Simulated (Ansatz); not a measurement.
Consider the formal loss of a carbene: `C[O][SnH]([CH3])[NH2]` → `[CH2]` (triplet) + `C[O][SnH2][NH2]`.

Gas-phase electronic energies from Ansatz, PBE0-D4/def2-TZVP geometries. CCSD(T)/CBS adds triple-zeta CCSD(T) − MP2 to the extrapolated MP2 energy (def2 sets, frozen cores). This one scheme is used for every species. Functionals use def2-TZVPP. Triplets are unrestricted, without spin–orbit coupling. Elements past krypton have def2 core potentials. For Sn outer-core shells are correlated without core-valence functions, which leaves a few kJ/mol of doubt a bond. Each species was taken in one conformer, which may not be the lowest.

Q: Is it downhill or uphill in electronic energy at CCSD(T)/CBS, and by how much? (Estimate.)

A: The calculation gave: Uphill: ΔE = +474.2 kJ/mol.

Q: What do these levels give: PBE0-D4, ωB97X-V, B2PLYP, HF/def2-QZVPP, SCS-MP2/def2-QZVPP, CCSD/CBS(def2)? (Best estimate.)

A: The calculation gave: PBE0-D4 464.8, ωB97X-V 476.9, B2PLYP 460.6, HF/def2-QZVPP 316.6, SCS-MP2/def2-QZVPP 483.8, CCSD/CBS(def2) 462.0 kJ/mol.

Largest T1 diagnostic among the species: 0.013.

In def2-TZVPP, CCSD(T) changes the Hartree–Fock value by +143.9 kJ/mol (the triples alone add +12.2 kJ/mol) and MP2 by +160.8 kJ/mol. The D4 term adds +9.5 kJ/mol with B3LYP and +5.4 kJ/mol with PBE0; it sums over pairs of atoms, weighted by their polarisabilities, and B3LYP, whose exchange is more repulsive, gets the larger term.

B3LYP here is the variant with VWN-RPA as its local correlation; programs differ in this.
